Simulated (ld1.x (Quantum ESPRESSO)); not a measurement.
# Before and after: TM semilocal potential for silicon

Si (Z = 14), norm-conserving Troullier–Martins (semilocal form), made with ld1.x (Quantum ESPRESSO) 7.5 (LDA (PZ), scalar-relativistic). Core [Ne], reference 3s2 3p2. Waves: 3p (bound): rc 1.40 bohr; 3s (bound): rc 1.65 bohr. Local part: the s channel. Core correction: a·sin(br)/r model core, default radius (core density twice the valence density).

Change: core correction none.

Cutoffs: the cutoffs (Ry, on a coarse ladder) from which the occupation-weighted sum of valence levels, in a spherical-Bessel basis at the reference potential, stays within 10 and 1 mRy of its value at 400 Ry; they do not see the model core or the augmentation charge, which bear on the density cutoff. Errors are all-electron minus pseudo energies relative to the spin-unpolarised reference configuration.

Question: How do hardness, ghosts and transferability respond?

Answer: The potential gets neither clearly harder nor softer (45 Ry and 60 Ry → 45 Ry and 60 Ry); of the 9 tests that both files solve, the error grows in 8 and shrinks in 0 by more than 15 % and 0.3 meV (median size 3.1 → 21.1 meV); neither file shows a bound ghost. Exchange and correlation are not linear in the density, so unscreening with the valence charge alone errs where core and valence overlap; a model core restores that term. The default core radius of the base comes out at 1.13 bohr. A semilocal file is local in each channel, so a ghost entry of none says nothing of the separable form that plane-wave codes build from it.

| quantity | base | changed |
| --- | --- | --- |
| cutoff, loose | 45 Ry | 45 Ry |
| cutoff, tight | 60 Ry | 60 Ry |
| bound ghosts | none | none |
| error for 3s2 3p1, meV [ΔE 7.83 eV] | +2.6 | +4.0 |
| error for 3s2 3p0, meV [ΔE 23.94 eV] | +12 | +32 |
| error for 3s1 3p0, meV [ΔE 58.09 eV] | +39 | +215 |
| error for 3s2 3p1.5, meV [ΔE 2.96 eV] | +0.5 | +0.6 |
| error for 3s0 3p4, meV [ΔE 13.78 eV] | +9.7 | +35 |
| error for 3s1 3p2, meV [ΔE 15.24 eV] | +8.9 | +21 |
| error for 3s1 3p3, meV [ΔE 6.81 eV] | +2.0 | +7.9 |
| error for 3s2 3p2 (spin-polarised), meV [ΔE -0.61 eV] | +2.4 | +40 |
| error for 3s2 3p1 (spin-polarised), meV [ΔE 7.62 eV] | +3.1 | +21 |
| s: phases at 1.81 bohr within 0.05 rad from the reference energy up to (Ry; the scan ends near 5) | 4.6 | 4.6 |
| p: phases at 1.81 bohr within 0.05 rad from the reference energy up to (Ry; the scan ends near 5) | 2.3 | 2.3 |
